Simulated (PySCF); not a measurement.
1-fluorobuta-1,2-diene (C4H5F), SMILES CC=C=CF.

Geometry optimised at PBE0-D3(BJ)/def2-SVP.

Two levels are set side by side: TDA-PBE/def2-SVPD (PySCF) and TDA-ωB97X/def2-SVPD (PySCF). Vertical, same geometry. The lowest singlet is HOMO→LUMO 100 % with PBE and HOMO→LUMO 95 % with the other functional; states are paired by order. Differences are taken from unrounded values.

```json
[
 {"quantity": "lowest singlet excitation (eV)", "TDA-ωB97X": "5.30"},
 {"quantity": "lowest triplet excitation (TDA) (eV)", "TDA-ωB97X": "4.38"},
 {"quantity": "first bright state (f over 0.05) (eV)", "TDA-ωB97X": "7.66"},
 {"quantity": "its oscillator strength", "TDA-ωB97X": "0.19"}
]
```

### Question
What does TDA-PBE give, and how far is it from TDA-ωB97X? (The exact figures need the calculation; the answer reports its results.)

### Answer

| quantity | TDA-PBE | TDA-PBE minus TDA-ωB97X |
|---|---|---|
| lowest singlet excitation (eV) | 4.82 | -0.48 |
| lowest triplet excitation (TDA) (eV) | 4.34 | -0.04 |
| first bright state (f over 0.05) (eV) | 6.85 | -0.81 |
| its oscillator strength | 0.08 | -0.10 |

A lower first singlet is the usual sign of a functional without exact exchange. Differences between two approximate levels are no errors against the true value.

Rough cost on one machine, each run with all the roots and properties that it gave: TDA-ωB97X against TDA-PBE about 3 times.
